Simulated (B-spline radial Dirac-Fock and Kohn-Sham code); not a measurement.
## Width and fluorescence yield of the M3 (3p3/2) hole, Tb to Tl

The computed values come from a radial B-spline solver: a relativistic independent-particle model: LDA orbitals of the hole state, radiative multipoles to third order, Auger rates from the Coulomb interaction with a continuum orbital, Dirac-Fock energies. Free neutral atoms. Recommended widths: Campbell and Papp (2001); yields: xraylib tables.

```tsv
Z	element	Γ (eV)	recommended Γ	ω	Coster-Kronig yield
65	Tb	8.88	8.20	0.00165	0.895
66	Dy	?	?	?	?
67	Ho	9.74	7.80	0.00179	0.896
68	Er	10.2	7.50	0.00187	0.896
69	Tm	10.6	7.10	0.00194	0.896
70	Yb	11.1	6.70	0.00201	0.896
71	Lu	9.67	6.00	0.00253	0.874
72	Hf	10.0	5.60	0.00268	0.873
73	Ta	10.3	5.70	0.00285	0.871
74	W	10.5	6.40	0.00306	0.868
75	Re	9.21	6.90	0.00384	0.843
76	Os	9.46	7.50	0.00410	0.841
77	Ir	9.70	8.00	0.00437	0.839
78	Pt	9.92	8.30	0.00469	0.836
79	Au	10.1	8.50	0.00501	0.834
80	Hg	10.4	8.60	0.00535	0.831
81	Tl	10.6	8.70	0.00570	0.829
```

Q: What does the model give for Dy?

A: Γ = 9.31 eV, ω = 0.00172, Coster-Kronig yield 0.896; the recommended width is 8.00 eV.
